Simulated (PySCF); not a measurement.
Si(F)2(I)(OMe) (CH3F2IOSi), SMILES I[Si](F)(F)OC.

Coordinates come from a B3LYP-D3(BJ)/def2-SVP optimisation. This is a generated structure with no PubChem entry under its InChIKey; it may be hypothetical. The def2 effective core potentials stand for the cores of I; spin–orbit coupling is left out. Other conformers were not sampled.

Computed with TDDFT-PBE/def2-SVPD run with PySCF.

Vertical excitations. Isolated molecule, no solvent.

Computed UV-visible absorptions:
```tsv
state	energy (eV)	λ (nm)	f	main pairs
S1	5.51	225	0.014	HOMO→LUMO 99 %
S2	5.60	222	0.018	HOMO−1→LUMO 99 %
S3	6.21	200	0.014	HOMO−2→LUMO 96 %
S4	6.66	186	0.050	HOMO−3→LUMO 89 %
S5	6.80	182	0.017	HOMO→LUMO+1 96 %
S6	6.96	178	0.048	HOMO−1→LUMO+1 83 %
S7	7.11	174	0.024	HOMO→LUMO+2 78 %, HOMO−1→LUMO+2 13 %
S8	7.18	173	0.008	HOMO−1→LUMO+2 73 %
S9	7.24	171	0.015	HOMO→LUMO+3 95 %
S10	7.33	169	0.026	HOMO−1→LUMO+3 91 %
T1	5.07	244	0	HOMO→LUMO 99 %
T2	5.14	241	0	HOMO−1→LUMO 99 %
T3	5.96	208	0	HOMO−2→LUMO 94 %
T4	6.28	197	0	HOMO−3→LUMO 91 %
```
Triplets are in the Tamm–Dancoff approximation, which puts them higher than full response would, so one can lie above its singlet here.
